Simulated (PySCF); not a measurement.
H, charge -1, singlet (in this run its highest filled SCF level lies above zero, so its values depend strongly on the basis, on diffuse functions most of all); SVWN5/6-311G** (PySCF).

Input for PySCF:
```python
from pyscf import gto, scf, dft

mol = gto.Mole()
mol.atom = '''
    H     0.000000    0.000000    0.000000
'''
mol.basis = '6-311g**'
mol.charge = -1
mol.spin = 0
mol.verbose = 4
mol.build()

mf = dft.RKS(mol)
mf.xc = 'lda,vwn'
mf.grids.level = 4
mf.kernel()
mf.analyze()
```

Output, abridged:

```
PySCF version 2.14.0

[INPUT] verbose = 4
[INPUT] num. atoms = 1
[INPUT] num. electrons = 2
[INPUT] charge = -1
[INPUT] spin (= nelec alpha-beta = 2S) = 0
[INPUT] symmetry False subgroup None
[INPUT] Mole.unit = angstrom
[INPUT] Symbol           X                Y                Z      unit          X                Y                Z       unit  Magmom
[INPUT]  1 H      0.000000000000   0.000000000000   0.000000000000 AA    0.000000000000   0.000000000000   0.000000000000 Bohr   0.0

nuclear repulsion = 0
number of shells = 4
number of NR pGTOs = 8
number of NR cGTOs = 6
basis = 6-311g**
ecp = {}

******** <class 'pyscf.dft.rks.RKS'> ********
method = RKS
initial guess = minao
damping factor = 0
level_shift factor = 0
DIIS = <class 'pyscf.scf.diis.CDIIS'>
diis_start_cycle = 1
diis_space = 8
diis_damp = 0
SCF conv_tol = 1e-09
SCF conv_tol_grad = None
SCF max_cycles = 50
direct_scf = True
direct_scf_tol = 1e-13
XC library pyscf.dft.libxc version 7.1.2
    S. Lehtola, C. Steigemann, M. J. T. Oliveira, and M. A. L. Marques,  SoftwareX 7, 1–5 (2018)
XC functionals = lda,vwn
    P. A. M. Dirac,  Math. Proc. Cambridge Philos. Soc. 26, 376 (1930)
    F. Bloch,  Z. Phys. 57, 545 (1929)
    S. H. Vosko, L. Wilk, and M. Nusair,  Can. J. Phys. 58, 1200 (1980)
radial grids:
    Treutler-Ahlrichs [JCP 102, 346 (1995); DOI:10.1063/1.469408] (M4) radial grids

becke partition: Becke, JCP 88, 2547 (1988); DOI:10.1063/1.454033
pruning grids: <function nwchem_prune>
grids dens level: 4
symmetrized grids: False
atomic radii adjust function: <function treutler_atomic_radii_adjust>
small_rho_cutoff = 0
Set gradient conv threshold to 3.16228e-05
Initial guess from minao.
tot grids = 15712
init E= -0.427930796032883
  HOMO = -0.190290553791096  LUMO = 0.273794507163613  gap/eV = 12.62840
cycle= 1 E= -0.444287985742292  delta_E= -0.0164  |g|= 0.237  |ddm|= 0.628
  HOMO = 0.21237082136184  LUMO = 0.637687863945385  gap/eV = 11.57347
cycle= 2 E= -0.468603430981931  delta_E= -0.0243  |g|= 0.145  |ddm|= 1.29
  HOMO = 0.141263752949289  LUMO = 0.558609974084517  gap/eV = 11.35657
cycle= 3 E= -0.482959393936923  delta_E= -0.0144  |g|= 0.0048  |ddm|= 0.542
  HOMO = 0.140048126398349  LUMO = 0.556637563479399  gap/eV = 11.33598
cycle= 4 E= -0.482967102081343  delta_E= -7.71e-06  |g|= 0.000478  |ddm|= 0.0059
  HOMO = 0.139727081402134  LUMO = 0.556328035581096  gap/eV = 11.33629
cycle= 5 E= -0.482967244341288  delta_E= -1.42e-07  |g|= 8.68e-07  |ddm|= 0.00157
  HOMO = 0.139726148927519  LUMO = 0.556327163921662  gap/eV = 11.33629
cycle= 6 E= -0.482967244341719  delta_E= -4.31e-13  |g|= 4.29e-07  |ddm|= 1.86e-06
  HOMO = 0.139725092401885  LUMO = 0.556326167886182  gap/eV = 11.33629
Extra cycle  E= -0.482967244341807  delta_E= -8.83e-14  |g|= 2.89e-07  |ddm|= 2.75e-06
converged SCF energy = -0.482967244341807
**** SCF Summaries ****
Total Energy =                          -0.482967244341807
Nuclear Repulsion Energy =               0.000000000000000
One-electron Energy =                   -0.918684189028516
Two-electron Energy =                    0.435716944686709
Two-electron Coulomb Energy =            0.904891822650990
DFT Exchange-Correlation Energy =       -0.469174877964281
HOMO-LUMO gap [eV] =                    11.336292681350368
**** MO energy ****
MO #1   energy= 0.139725092401885  occ= 2
MO #2   energy= 0.556326167886182  occ= 0
MO #3   energy= 1.66908820240697   occ= 0
MO #4   energy= 1.66908820240697   occ= 0
MO #5   energy= 1.66908820240697   occ= 0
MO #6   energy= 2.58118183604404   occ= 0
 ** Mulliken pop on meta-lowdin orthogonal AOs  **
 ** Mulliken pop  **
pop of  0 H 1s            1.77044
pop of  0 H 2s            0.21919
pop of  0 H 3s            0.01037
pop of  0 H 2px           0.00000
pop of  0 H 2py           0.00000
pop of  0 H 2pz           0.00000
 ** Mulliken atomic charges  **
charge of    0H =     -1.00000

WARN: System has nonzero charge -1; the dipole moment is origin-dependent.
Location of origin: [0. 0. 0.]

Dipole moment(X, Y, Z, Debye):  0.00000, -0.00000,  0.00000
```
